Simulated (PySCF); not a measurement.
Si(F)(Cl)(Br)(NH2) (BrClFH2NSi), SMILES F[Si](Cl)(N)Br. The structure is a stationary point at PBE-D3(BJ)/def2-SVP. This is a generated structure with no PubChem entry under its InChIKey; it may be hypothetical. One conformer was computed; it need not be the lowest.

Computed with PBE-D3(BJ)/def2-SVP run with PySCF.

Harmonic wavenumbers (cm⁻¹): 120, 127, 223, 233, 243, 274, 282, 425, 560, 794, 835, 943, 1465, 3512, 3620. Rotational constants (GHz): 2.692, 1.196, 1.079; symmetry number 1.

Work out the zero-point energy and the ideal-gas rigid-rotor harmonic-oscillator thermochemistry at 298.15 K and 1 atm.

ZPE = ½ Σ hcν = ½ × 13657 cm⁻¹ = 19.52 kcal/mol. H − E(el) = 24.70 kcal/mol. Entropy in cal/(mol K): translation 41.44, rotation 28.92, vibration 16.67, total 87.03. G − E(el) = -1.24 kcal/mol. Cp = 24.92 cal/(mol K). Modes under 150 cm⁻¹ make the vibrational entropy uncertain.
